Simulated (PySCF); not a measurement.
An equivalent PySCF input for Se(2+) (selenium, charge +2), [Ar] 3d10 4s2 4p2, high-spin 3P determinant, with the spin-free X2C one-electron Hamiltonian (Gaussian nucleus):

```python
from pyscf import gto, scf, dft, mp, cc
import basis_set_exchange as bse
mol = gto.M(atom="Se 0 0 0", charge=2, spin=2, symmetry="D2h",
            basis=gto.basis.parse(bse.get_basis("jorge-DZP-DKH", elements=["Se"], fmt="nwchem", header=False)),
            nucmod="G")
mf = scf.UHF(mol).sfx2c1e()
mf.irrep_nelec = {'Ag': (6, 6), 'B1g': (1, 1), 'B2g': (1, 1), 'B3g': (1, 1), 'B1u': (3, 2), 'B2u': (3, 2), 'B3u': (2, 2)}
mf.kernel()
```

It reaches the same state as the run whose output follows, and the same energy. The run itself started from symmetry-adapted Hartree-Fock orbitals and held the occupation by maximum overlap, so the iterations belong to that start.

```
SCF conv_tol = 1e-09
number electrons alpha = 17  beta = 15
cycle= 1 E= -2426.85365360221  delta_E= -0.00114  |g|= 0.0111  |ddm|= 0.0371
cycle= 2 E= -2426.85369573126  delta_E= -4.21e-05  |g|= 0.00225  |ddm|= 0.00743
cycle= 3 E= -2426.85369757938  delta_E= -1.85e-06  |g|= 0.000118  |ddm|= 0.00199
cycle= 4 E= -2426.8536975846  delta_E= -5.22e-09  |g|= 4.94e-05  |ddm|= 0.000198
cycle= 5 E= -2426.85369758522  delta_E= -6.2e-10  |g|= 7.33e-06  |ddm|= 8.11e-05
converged SCF energy = -2426.85369758522  <S^2> = 2.0009344  2S+1 = 3.0006229
```
